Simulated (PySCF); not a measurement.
Run record: excited-state job, `CN(C)[SiH2][GeH3]`.

Method: TDDFT PBE0/def2-SVPD, vertical, gas phase, core orbitals frozen in the response (PySCF 2.14.0, density-fitted response routines). Geometry: GFN2-xTB. The input is one job of a driver script: a line of settings, then coordinates in Å.

Command:
```bash
OMP_NUM_THREADS=1 python probes_run.py task.json out
```

Input:
```
{"job": {"kind": "uv", "xc": "PBE0", "basis": "def2-SVPD", "nstates": 8, "ntriplets": 3}, "charge": 0, "multiplicity": 1}
C     -2.098473    -0.607331    -0.487032
N     -0.720290    -0.192485    -0.470143
C     -0.466862     0.915564    -1.353553
Si     0.262291    -0.584222     0.879603
Ge     2.439294     0.126430     0.479382
H     -2.763335     0.183931    -0.121126
H     -2.400739    -0.863853    -1.506271
H     -2.223620    -1.480856     0.145883
H     -1.031572     1.809857    -1.061386
H      0.595504     1.158648    -1.351349
H     -0.759699     0.649533    -2.373641
H      0.178182    -2.043244     1.018055
H     -0.202191    -0.011366     2.160599
H      3.400540    -0.362077     1.522440
H      3.098284    -0.300048    -0.801280
H      2.685086     1.610463     0.489367
```

Output:
```
coarse grid: 56504 points
cycle   1  E = -2503.0465734160  dE = -3.408e-01  |g| = 4.457e-01  |ddm| = 5.098e+00
cycle   2  E = -2503.0264011426  dE =  2.017e-02  |g| = 5.435e-01  |ddm| = 1.085e+00
cycle   3  E = -2503.0781991854  dE = -5.180e-02  |g| = 8.414e-02  |ddm| = 6.649e-01
cycle   4  E = -2503.0796210837  dE = -1.422e-03  |g| = 2.502e-02  |ddm| = 1.065e-01
cycle   5  E = -2503.0797244641  dE = -1.034e-04  |g| = 3.997e-03  |ddm| = 3.451e-02
cycle   6  E = -2503.0797279927  dE = -3.529e-06  |g| = 6.120e-04  |ddm| = 9.892e-03
final grid: 117464 points
cycle   7  E = -2503.0797361203  dE = -1.112e-07  |g| = 5.924e-04  |ddm| = 1.034e-02
cycle   8  E = -2503.0797361007  dE =  1.967e-08  |g| = 6.675e-04  |ddm| = 2.103e-03
cycle   9  E = -2503.0797362129  dE = -1.122e-07  |g| = 6.237e-05  |ddm| = 8.967e-04
cycle  10  E = -2503.0797362138  dE = -8.558e-10  |g| = 1.765e-05  |ddm| = 1.257e-04
converged SCF energy = -2503.0797362138

Static polarisability (au): isotropic 94.171, principal 79.213 91.568 111.733

Singlet excitations
state   eV       nm        f      main configurations
  1   5.1681    239.9   0.00601   H->L 0.95
  2   5.8120    213.3   0.00489   H->L+1 0.90
  3   6.0063    206.4   0.02227   H->L+2 0.95
  4   6.1204    202.6   0.02364   H->L+3 0.97
  5   6.6376    186.8   0.00031   H->L+4 0.89, H->L+5 0.08
  6   6.7474    183.8   0.00593   H->L+5 0.89, H->L+4 0.08
  7   7.1210    174.1   0.01587   H->L+6 0.93
  8   7.2817    170.3   0.05377   H-1->L 0.88

Triplet excitations (Tamm-Dancoff, eV): 4.9618 5.6917 5.7652
```

The SCF starts on a coarse grid where the log names one; the energy can jump when the final grid takes over, and dE then counts from the start density on the new grid. H and L stand for HOMO and LUMO; the number after each pair is its weight.

**Question.** How does the lowest singlet excitation compare with the HOMO–LUMO gap?

**Answer.** HOMO -6.45 eV and LUMO 0.00 eV give a gap of 6.45 eV; S1 at 5.17 eV lies 1.28 eV below it.

**Question.** Give the mean polarisability as a volume in Å³, and the ratio of the largest to the smallest principal value.

**Answer.** 94.171 au × 0.148185 = 13.95 Å³; 111.733/79.213 = 1.41.

Main results: HOMO -6.45 eV, LUMO 0.00 eV; lowest singlet 5.17 eV; lowest triplet 4.96 eV (Tamm–Dancoff); mean polarisability 94.2 au.

 Relativistic effects, spin–orbit coupling among them, are left out although an element past zinc is present.

Hardware: one thread, Arm Neoverse N1 (aarch64), shared host with 64 logical CPUs at a one-minute load of 61. Cost: 59 s wall, 0.88 GiB resident at most.

One conformer stands for the species.
Labels such as C1 count atoms from 1, the log's own numbers from 0.
